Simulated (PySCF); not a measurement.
# Telling isomers of C₆H₈O₄ apart by NMR

Method: NMR shieldings at PBE0/pcSseg-1/GIAO, coordinates at the PBE0-D3(BJ)/def2-SVP level, in PySCF (one averaged value for each set of equivalent atoms, non-relativistic Hamiltonian, gas phase, one computed conformer).

δ = σ(ref) − σ, references computed at the same level: 1H (σ = 31.27 ppm), 13C (σ = 184.41 ppm) against TMS. Where no couplings were computed, multiplicities follow the n + 1 count of equivalent neighbours, and m marks all less simple cases (inequivalent or close neighbours, rings, F or P nearby). Shifts are as computed. Against solution values, carbons near 30 ppm lie about +2 ppm off and those near 130 ppm about +5 ppm. Of 1313 compounds with measured shifts, 239 miss one by over three times the rms of a fit or turn the order of signals round; such compounds aren't used in these exercises.

(1) Tabulate the signals of `COC(=O)C(=O)OC1CC1`, `C[C@@H]1OC(=O)[C@@H](C)OC1=O` and their relative energies.

(2) What is the quickest way to tell COC(=O)C(=O)OC1CC1 from C[C@@H]1OC(=O)[C@@H](C)OC1=O?

Answers

(1) 
| SMILES | carbon types | δC | δH | E rel. (kcal/mol) |
| --- | --- | --- | --- | --- |
| COC(=O)C(=O)OC1CC1 | 2×C 1×CH 2×CH2 1×CH3 | 161.2, 159.8, 52.9, 48.5, 7.3 | 4.80 (m, 1H), 3.73 (s, 3H), 0.95 (m, 2H), 0.76 (m, 2H) | 28.5 |
| C[C@@H]1OC(=O)[C@@H](C)OC1=O | 2×C 2×CH 2×CH3 | 169.0, 73.2, 18.5 | 4.50 (m, 2H), 1.59 (d, 6H) | 0.0 |

Energies are electronic energies at PBE0/pcSseg-1 on these geometries, without zero-point or thermal terms, each for the one conformer computed, which needn't be the lowest.

(2) Count the carbon signals: 5 against 3. The first has a three-membered-ring carbon (CH2) at 7.3 ppm, the second a methyl carbon (CH3) at 18.5 ppm. Their most deshielded carbons lie at 161.2 and 169.0 ppm.
